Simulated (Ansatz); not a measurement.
CH₄BFO, SMILES `OCBF`, relaxed with RKS PBE-D4/def2-SVP in Ansatz 0.2.0 from a rough embedded geometry. The force threshold is 0.03 eV/Å; the program also tests the step.

Charge 0, multiplicity 1.

Start:

```xyz
8

O    -0.125    0.467    1.287
C     0.438   -0.022    0.175
B    -0.708   -0.186   -0.900
F    -2.011    0.126   -0.682
H     0.632    0.601    1.981
H     0.921   -1.011    0.386
H     1.228    0.664   -0.239
H    -0.375   -0.639   -2.009
```

```tsv
step	energy (eV)	largest force (eV/Å)	largest move (Å)
1	-6530.5732	3.630	0.000
2	-6530.8962	1.053	0.098
3	-6530.9127	0.342	0.030
4	-6530.9181	0.212	0.028
5	-6530.9195	0.062	0.016
6	-6530.9197	0.006	0.006
```

End:

```xyz
8

O    -0.109    0.519    1.399
C     0.403   -0.005    0.194
B    -0.685   -0.202   -0.919
F    -1.961    0.108   -0.711
H     0.630    0.607    2.026
H     0.902   -1.008    0.306
H     1.203    0.631   -0.279
H    -0.384   -0.650   -2.017
```

Hardware: 4 threads of a server CPU on a shared host. Wall time 4.3 s, peak host memory 0.14 GiB.
